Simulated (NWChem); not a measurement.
Molecule: C$_{2}$H$_{7}$GaO; SMILES C[O][GaH][CH3]

```xyz
11

Ga    -0.3443     0.3988     0.0001
H     -1.9020     0.1980    -0.0001
C      0.7311     2.0280    -0.0001
H      0.5039     2.6439     0.8840
H      0.5123     2.6374    -0.8908
H      1.8013     1.7781     0.0057
O      0.6098    -1.1158     0.0003
C      0.1004    -2.4117    -0.0002
H      0.4476    -2.9680    -0.8908
H      0.4516    -2.9701     0.8875
H     -1.0076    -2.4532     0.0022
```
Atoms are numbered in this order, from 1.

Coordinates come from a PBE0/def2-SVP optimisation.

Task: List the 6 lowest vertical singlet excitations from PBE/6-31G* (spherical d), TDA (NWChem).

Result: 
| state | energy (eV) | oscillator strength | leading excitation (squared amplitude) |
|---|---|---|---|
| S1 | 4.81 | 0.002 | HOMO−1 → LUMO (1.00) |
| S2 | 5.36 | 0.095 | HOMO → LUMO (0.89) |
| S3 | 5.66 | 0.000 | HOMO−2 → LUMO (1.00) |
| S4 | 6.04 | 0.019 | HOMO → LUMO+1 (0.97) |
| S5 | 6.32 | 0.043 | HOMO−1 → LUMO+1 (0.87) |
| S6 | 6.64 | 0.001 | HOMO → LUMO+2 (0.98) |
